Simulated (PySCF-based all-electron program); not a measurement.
Results of a calculation; reference values are marked as such.
**TaO2F, singlet: all-electron forces**

Method: all-electron DFT (in-house code on PySCF), basis-limit composite values; Koelling–Harmon scalar relativity, no spin–orbit coupling, spin-restricted. Forces are good to about 0.008 eV/Å. In part, the step from PBE was taken on X2C orbitals. Atoms are numbered as listed.

Shape A:

```xyz
4

Ta    0.0000    0.0000    0.0000
F     0.0000    0.0000    1.9020
O     0.9120    1.3940   -0.5310
O     0.9180   -1.3900   -0.5320
```

PBE forces:

| atom | Fx | Fy | Fz (eV/Å) |
| --- | --- | --- | --- |
| Ta1 | 0.424 | -0.006 | 0.030 |
| F2 | -0.001 | -0.001 | -0.274 |
| O3 | -0.209 | -0.307 | 0.120 |
| O4 | -0.215 | 0.314 | 0.124 |

Q: What forces does r2SCAN give in shape A?

A: The forces move by 0.782 eV/Å (r.m.s. over the atoms) from PBE.

```tsv
atom	Fx	Fy	Fz (eV/Å)
Ta1	1.428	-0.004	0.030
F2	-0.060	-0.001	-0.700
O3	-0.680	-0.907	0.333
O4	-0.688	0.911	0.338
```

Shape B:

```xyz
4

Ta    0.0000    0.0000    0.0000
F     0.0000    0.0000    1.7118
O     0.9120    1.3940   -0.5310
O     0.9180   -1.3900   -0.5320
```

Against shape A, Ta1–F2 goes from 1.902 to 1.712 Å.

PBE forces:

| atom | Fx | Fy | Fz (eV/Å) |
| --- | --- | --- | --- |
| Ta1 | -0.326 | -0.007 | -7.807 |
| F2 | 0.180 | -0.001 | 7.555 |
| O3 | 0.075 | 0.140 | 0.124 |
| O4 | 0.071 | -0.132 | 0.129 |

Q: What forces does r2SCAN give in shape B?

A: The forces move by 0.772 eV/Å (r.m.s. over the atoms) from PBE.

```tsv
atom	Fx	Fy	Fz (eV/Å)
Ta1	0.677	-0.005	-7.809
F2	0.114	-0.001	7.136
O3	-0.392	-0.440	0.334
O4	-0.399	0.446	0.339
```
